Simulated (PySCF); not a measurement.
Compound: C₇H₁₃NSi.
Z-matrix (Å and degrees, GFN2-xTB geometry), rows numbered from 1:
```
C 
C   1  1.3255
C   2  1.5118  1  131.97
C   3  1.5428  2   88.53  1  -175.64
C   2  1.4611  1  136.51  3  -177.01
C   5  1.3310  2  136.56  1    -7.07
C   6  1.4815  5  126.14  2     3.06
Si  7  1.9122  6  110.50  5    93.85
N   8  1.7173  7  105.23  6   -67.57
H   1  1.0755  2  122.69  3   177.49
H   1  1.0781  2  120.78  3    -2.26
H   3  1.0896  2  114.73  1   -58.29
H   3  1.0892  2  114.12  1    68.12
H   4  1.0901  3  114.43  2   113.88
H   4  1.0895  3  115.13  2  -119.11
H   6  1.0840  5  117.97  2  -179.35
H   7  1.0873  6  110.37  5   -27.31
H   7  1.0893  6  109.83  5  -146.16
H   8  1.4646  7  110.89  6   177.24
H   8  1.4732  7  108.43  6    56.98
H   9  1.0077  8  118.99  7    34.04
H   9  1.0061  8  120.05  7   175.89
```

Definitions: NICS(0) = −σiso at the ring centroid; NICS(1) = −σiso and NICS(1)zz = −σzz at ±1 Å along the ring normal z. Level: GIAO PBE0/pcSseg-1 (PySCF, non-relativistic, gas phase) on the GFN2-xTB geometry, one conformer.

Ring bond lengths (Å), with Mayer bond orders in brackets: C2–C3 1.512 (1.05), C3–C4 1.543 (1.08), C4–C5 1.513 (1.08), C5–C2 1.461 (1.01).

Q: What do the NICS probes read (ppm)?

A: 
```
       ring                                            type  NICS(0)  NICS(1), two faces  NICS(1)zz, two faces  rms pucker (Å)  centre to ring atoms, mean (Å)
C2–C3–C4–C5  4-membered carbocycle; formal bonds all single      3.8         -1.1 / -1.0             1.5 / 1.9            0.01                            1.07
```

Q: What can be read from them?

A: 
- C2–C3–C4–C5: mean NICS(1)zz 1.7 ppm, near zero. C3, C4 have four or more neighbours, and the NICS criterion for π rings isn't applied.

Q: At the first NICS(1) probe listed for ring C2–C3–C4–C5, 1 Å off the ring, what do the in-plane components average?

A: The isotropic value is a third of the trace: (3 × -1.1 − (1.5))/2 = -2.4 ppm.

Q: What are the shieldings of the ring atoms and their hydrogens in the same run (means over atoms taken as equivalent)?

A: 
```json
{"atoms": "C2", "environment": "fully substituted alkene carbon", "σ isotropic (ppm)": "31.5", "principal values of the symmetric part, first atom (ppm)": "-76.6, 34.3, 136.8"}
{"atoms": "C3", "environment": "allylic carbon", "σ isotropic (ppm)": "158.7", "principal values of the symmetric part, first atom (ppm)": "150.1, 153.0, 172.9"}
{"atoms": "C4", "environment": "allylic carbon", "σ isotropic (ppm)": "158.9", "principal values of the symmetric part, first atom (ppm)": "150.2, 152.2, 174.3"}
{"atoms": "C5", "environment": "fully substituted alkene carbon", "σ isotropic (ppm)": "44.6", "principal values of the symmetric part, first atom (ppm)": "-56.9, 57.6, 133.0"}
{"atoms": "H12 (×2)", "environment": "methylene hydrogen", "σ isotropic (ppm)": "29.09", "principal values of the symmetric part, first atom (ppm)": "26.2, 27.2, 34.0"}
{"atoms": "H14 (×2)", "environment": "methylene hydrogen", "σ isotropic (ppm)": "29.05", "principal values of the symmetric part, first atom (ppm)": "26.0, 27.5, 33.6"}
```
